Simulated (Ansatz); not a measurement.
Task: Name a neutral molecule of Ga, Si and H with LUMO energy (ωB97M-V/def2-TZVPP) between -0.95 and -0.65 eV and HOMO–LUMO gap (B3LYP/def2-TZVPP) between 4.20 and 4.50 eV (Ansatz, PBE0-D4/def2-TZVP geometry).

Result: `[SiH3][Ga]([SiH3])[SiH3]` (-0.90 eV, 4.24 eV). Other molecules can fit too; these were computed, each in one conformer that needn't be the lowest.

B3LYP here is the variant with VWN-RPA as its local correlation; programs differ in this.
